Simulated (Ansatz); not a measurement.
Basis-set extrapolation for C₄H₃F₇O (`FC(F)COC(F)(F)C(F)(F)F`) (PBE0-D4/def2-TZVP geometry, frozen core, the Gaussian-basis code of Ansatz). Multiplicity 1, RHF reference.

```tsv
	def2-TZVPP	def2-QZVPP
HF	-924.569732	-924.609409
MP2 correlation	-2.597375	-2.828317
CCSD(T) correlation	-2.706225	not run
```

Energies in hartree. Use E(X) = E(∞) + A·exp(−7.88·√X) for Hartree–Fock and E(X) = E(∞) + B·X^(−2.97) for correlation, with X = 3 and 4, and add CCSD(T) minus MP2 of the smaller set to the MP2 limit.

Question: What is the CCSD(T) energy at the basis-set limit?

Answer: HF limit: -924.609409 + (-0.039677) × 0.13774 = -924.61487. MP2 limit: -2.828317 + (-0.230942) × 0.74074 = -2.99938. Higher-order term: -2.706225 − (-2.597375) = -0.10885. Total: -927.72310 hartree, 1174.0 kJ/mol below CCSD(T)/def2-TZVPP.
